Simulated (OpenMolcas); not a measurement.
A run on Ti2+ with its 6 nearest oxide ions at 2.24 Å, on the Mg site of MgO (a = 4.2112 Å, distance in the model lattice 2.106 Å). The rest of the host is ab initio model potentials to 7.6 Å, with orthogonalisation functions on the cations behind the ligands, and point charges beyond; the distance is set by hand and nothing relaxes. Ligand basis ANO-RCC-VDZP.

```json
{
 "Program": "OpenMolcas",
 "Method": "SS-CASPT2, IPEA 0.25 Eh, imaginary shift 0.1 Eh (closed shells correlated: 3s 3p and the ligand valence shells)",
 "Basis": "ANO-RCC-VTZP [6s5p3d2f1g]",
 "Scalar Hamiltonian": "DKH2, point nucleus",
 "Active space": "2 electrons in 5 orbitals (3d)",
 "State averaging": "2S+1 = 3 even, 10 roots; 2S+1 = 1 even, 15 roots",
 "Spin-orbit coupling": "state interaction with AMFI integrals over the reference wave functions"
}
```

167 basis functions. Blocks (2S+1, parity, CSFs, roots kept): 3, even, 10, 10; 1, even, 15, 15.

Task: How long do the CASPT2 steps take on 1 thread of AMD EPYC 9R45 96-Core Processor (Zen 5), on a shared host?

Result: About 78 s of wall time, without the integral step.
